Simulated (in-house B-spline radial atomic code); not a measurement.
Cd²⁺. Computed with a B-spline radial atomic code. Model: non-relativistic spherical atom: semilocal Troullier-Martins pseudo-atom, one channel per l, against all electrons, high spin, G0W0 and RPA with empty states to l = 8, local potential for every l without a channel, a model core (radius 0 = none) keeps its share of the functional.

Without relativity these are model numbers for so heavy an element.

What the tables leave out is listed at the end.

The pseudopotential gives back the lowest level of each angular momentum of its own functional in the configuration it was made in; a second state of the same l is only approximately right. Exact exchange, RPA and GW see the smooth pseudo-orbitals and miss the exchange with the core, for which the functional's share stands in. The column with an uncorrelated core keeps all orbitals and exact exchange, and so separates missing core correlation from pseudisation. Only the three outermost levels and the lowest empty one were computed. RPA here is direct RPA, with no exchange kernel, and its energies carry an (l + 1/2)⁻⁴ tail. A hybrid on a potential with a model core restores only its own semilocal share of the core's exchange.

Command:
```bash
python run_psgw.py task.json out
```
Settings (lengths in bohr, energies in hartree):
```
Z                      48
electrons              46
configuration          [Kr] 4d10
generated_in           [Kr] 4d10 5s2
functional             lda,vwn
core_shells            8
radius_factor          1
core_correction        True
```

Run time, properties included: 19 s on 1 thread of Intel(R) Xeon(R) Platinum 8259CL CPU @ 2.50GHz (Skylake/Cascade Lake), with other jobs on the host.

Given: made with LDA VWN5; model core radius 0.803 bohr; local radius 1.321 bohr; mean-field start LDA VWN5.

Valence shells of the generating configuration: 4d, 5s.

Channel: s 2.431, p 3.299, d 0.972 (radii in bohr).

Computed: largest level miss in the spin-unpolarised generating configuration 0 eV; valence RPA correlation energy all-electron orbitals -0.55881 hartree; all-electron RPA polarisability, core included 4.8497 bohr³; pseudo-atom RPA polarisability 5.151 bohr³.

```tsv
level	occupied	mean-field all-electron (eV)	mean-field pseudo minus all (eV)	G0W0 all-electron (eV)	G0W0 uncorrelated core minus all (eV)	G0W0 pseudo minus all (eV)	exchange self-energy all-electron (eV)	exchange self-energy pseudo (eV)
4d	1	-31.123	0.071	-38.511	-0.317	3.103	-39.514	-24.547
5s (empty)	0	-20.57	-0.053	-16.355	0.064	-0.734	-4.1725	-2.742
```

**Question.** What is the valence RPA correlation energy pseudo?

**Answer.** -0.90993 hartree.

Given: mean-field start PBE0.

Computed: valence RPA correlation energy all-electron orbitals -0.52743 hartree; valence RPA correlation energy pseudo -0.87604 hartree; all-electron RPA polarisability, core included 4.3181 bohr³.

| level | occupied | mean-field all-electron (eV) | mean-field pseudo minus all (eV) | G0W0 all-electron (eV) | G0W0 uncorrelated core minus all (eV) | G0W0 pseudo minus all (eV) | exchange self-energy all-electron (eV) | exchange self-energy pseudo (eV) |
| --- | --- | --- | --- | --- | --- | --- | --- | --- |
| 4d | 1 | -33.084 | 1.354 | -38.476 | -0.318 | 3.605 | -39.65 | -24.325 |
| 5s (empty) | 0 | -18.901 | -0.368 | -16.229 | 0.061 | -0.824 | -3.709 | -2.603 |

**Question.** What is the pseudo-atom RPA polarisability?

**Answer.** 5.0763 bohr³.

Among the listed levels the largest G0W0 shift of the pseudo-atom is +3.60 eV, for 4d on the PBE0 start, while leaving the core uncorrelated moves that level by -0.32 eV. So pseudisation and the lost core exchange, not the missing core correlation, make the error. Not in the tables (levels of low weight, unsolved or above zero; the highest and the empty levels are kept at any weight): no Hartree-Fock pseudo-atom is run with a model core.
